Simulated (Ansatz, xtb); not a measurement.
**Relative energy of two isomers of CH3FGeO**

Structure I: `[CH3][Ge](=[O])[F]`, a singlet. Structure II: `C[O][Ge][F]`, a singlet. Both are isolated molecules in the gas phase, relaxed with PBE0-D3(BJ)/pcseg-1; the shapes shown needn't be the lowest conformers.

I (Å):

```yaml
atoms:
  - { symbol: C, position_ang: [0.4661, 0.1710, 0.7767] }
  - { symbol: F, position_ang: [0.8296, -2.5605, 1.6827] }
  - { symbol: Ge, position_ang: [-0.0994, -1.6496, 0.4844] }
  - { symbol: O, position_ang: [-1.1396, -2.4136, -0.5312] }
  - { symbol: H, position_ang: [0.2697, 0.4298, 1.8220] }
  - { symbol: H, position_ang: [-0.0720, 0.8428, 0.1038] }
  - { symbol: H, position_ang: [1.5446, 0.2291, 0.5976] }
```

II (Å):

```xyz
7

C     0.2814   -0.2447   -1.4430
F     0.9656   -2.3758    0.5285
Ge    0.0040   -1.0673    1.3083
O    -0.2058   -0.0172   -0.1323
H    -0.5689   -0.2705   -2.1355
H     0.8390   -1.1860   -1.5132
H     0.9348    0.5897   -1.7258
```

Question: Estimate E(II) − E(I) at the level CCSD(T)/def2-TZVP.

Answer: Calculated at CCSD(T)/def2-TZVP: E(II) − E(I) = −0.719 eV, so structure II lies lower.

Level by level:

```csv
level,geometry,E(II) − E(I) (eV),departure from the last row (eV),"job, with rough time for the two"
GFN2-xTB,GFN2-xTB,−2.004,−1.285,"optimisation, 0.14 s"
HF/STO-3G,GFN2-xTB,−1.074,−0.356,"single point, 0.28 s"
r2SCAN-D4/def2-SVP,GFN2-xTB,−0.900,−0.181,"single point, 2.4 s"
PBE0-D3(BJ)/pcseg-1,PBE0-D3(BJ)/pcseg-1,−1.085,−0.366,"optimisation, 22 s"
HF/def2-TZVP,PBE0-D3(BJ)/pcseg-1,−1.252,−0.533,part of the CCSD(T) run
MP2/def2-TZVP,PBE0-D3(BJ)/pcseg-1,−0.510,+0.209,part of the CCSD(T) run
CCSD(T)/def2-TZVP,PBE0-D3(BJ)/pcseg-1,−0.719,,"single point, 93 s"
```

As drawn, II has 1 C–O, 1 Ge–O in place of 1 C–Ge, 1 Ge=O.

None of the levels shown reverses the order. The largest departure from CCSD(T)/def2-TZVP is that of GFN2-xTB, 1.285 eV.

With harmonic frequencies from PBE0-D3(BJ)/pcseg-1 (ideal gas, rigid rotor, one conformer each, 298.15 K, 1 atm): on the last row, ΔE + ΔZPE = −0.654, ΔH = −0.662, ΔG = −0.645 eV.

The correlated steps freeze 12 core orbitals; the filled d shell of Ge is correlated, in a basis made for valence electrons. Mirror images aren't counted in ΔG. Run with Ansatz 0.2.0, xtb 6.7.1; the last row on 2 threads of Arm Neoverse V2 on a shared host.
